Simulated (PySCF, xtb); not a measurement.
Bi(Cl)(Me)2 (C2H6BiCl), SMILES [CH3][Bi]([CH3])[Cl].

GFN2-xTB (xtb) at its own geometry gives an orbital gap of 5.08 eV and a dipole moment of 4.48 D.

Geometry: B3LYP-D3(BJ)/def2-SVP. The structure was generated by enumeration; whether it is a known compound was not checked. The def2 effective core potentials stand for the cores of Bi; spin–orbit coupling is left out.

Problem. What does PBE/def2-TZVP (PySCF) give? (The exact figures need the calculation; the answer reports its results.)

Solution. gap 3.85 eV (levels -6.13 and -2.28 eV), dipole 3.54 D.
